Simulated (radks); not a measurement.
The numbers below are computed, except where a source is named.
Task: These are the eigenvalues of the occupied orbitals of an atom or ion with whole-number occupations (eV). Code: a radial shooting solver on a logarithmic mesh with Libxc functionals. Model: scalar-relativistic Kohn-Sham, Slater X-alpha with alpha = 1.025, spin-unpolarised, spherical densities, finite nucleus; Fermi nuclear charge, rms radius of each element as measured or else 0.836 A^(1/3) + 0.57 fm.

1s: -52145.22
2s: -8701.551
2p: -7751.659
3s: -1948.662
3p: -1654.196
3d: -1269.695
4s: -396.7529
4p: -299.1215
4d: -164.3477
5s: -59.1298
5p: -35.6874
4f: -16.8367
6s: -10.0212

Which element is it, and in what charge state? The configuration may be excited.

Result: Z = 65, terbium, charge +1: Tb+ in [Xe] 4f9 6s1. The list shows which subshells hold electrons but not how many an open one holds; the 1s level, -1916.3 hartree, gives Z - s = 61.9 by -(Z - s)^2/2, which with screening and relativity narrows Z to a few neighbours, and the depths of the outer levels then fix element, charge and occupations together.
